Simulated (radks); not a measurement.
All-electron atom: Au11+ in [Xe] 4f14.

Calculated with a radial shooting solver on a logarithmic mesh with Libxc functionals: scalar-relativistic Kohn-Sham, Slater X-alpha with alpha = 0.642, spin-polarised, spherical densities, point nucleus.

Energy parts (eV):
total: -515599.06
kinetic: 577206.75
electron-nucleus: -1270537.04
Hartree: 186554.85
exchange: -8823.63

Orbitals (lengths in bohr, moments of r in powers of bohr; r(max) is where P^2 peaks):
orbital  occ.  eigenvalue (eV)   r(max)
1s          2        -80889.26  0.01042
2s          2        -14431.17  0.06021
2p          6        -12504.74  0.04984
3s          2        -3552.689   0.1698
3p          6        -2994.178   0.1691
3d         10        -2397.312   0.1376
4s          2        -920.4774   0.3827
4p          6        -737.1749   0.4029
4d         10        -517.2646   0.4102
5s          2        -292.5083   0.8343
4f         14        -272.5243   0.3739
5p          6        -239.2593   0.9214

The highest occupied level is 5p at -239.26 eV. Summed over all electrons, <r^2> = 17.12 bohr^2, which gives a Langevin (diamagnetic) susceptibility term of -13.6 x 10^-6 cm^3/mol.
